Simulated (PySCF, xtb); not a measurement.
Os(O)4 anion (O4Os), SMILES [O]=[Os](=[O])(=[O])=[O] (connectivity only; charge and spin as stated), charge -1, multiplicity 2.

Harmonic wavenumbers (cm⁻¹) from GFN2-xTB (xtb) at its own minimum, in rising order: 136, 199, 251, 251, 308, 673, 724, 746, 749.

Task: What does PySCF with PBE-D3(BJ)/def2-SVPD give at its own minimum? (The exact figures need the calculation; the answer reports its results.)

Result: 210, 225, 281, 281, 317, 819, 844, 844, 886. Paired by order, the mean absolute difference is 75 cm⁻¹ and the zero-point energies are 5.8 and 6.7 kcal/mol.
